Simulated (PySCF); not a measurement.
This script is equivalent to a calculation on Li (lithium, neutral).

```python
from pyscf import gto, scf, dft, mp, cc
import basis_set_exchange as bse
mol = gto.M(atom="Li 0 0 0", charge=0, spin=1, symmetry="D2h",
            basis=gto.basis.parse(bse.get_basis("def2-TZVP", elements=["Li"], fmt="nwchem", header=False)))
mf = scf.UHF(mol)
mf.irrep_nelec = {'Ag': (2, 1)}
mf.kernel()
```

(1) What total energy does it give?

(2) Which occupied shell lies highest, and where?

(3) What is ⟨S²⟩, and what would a pure spin state give?

Answers

(1) -7.43268 hartree (calculated).

(2) 2s α, at -5.343 eV.

(3) 0.750, against 0.75.
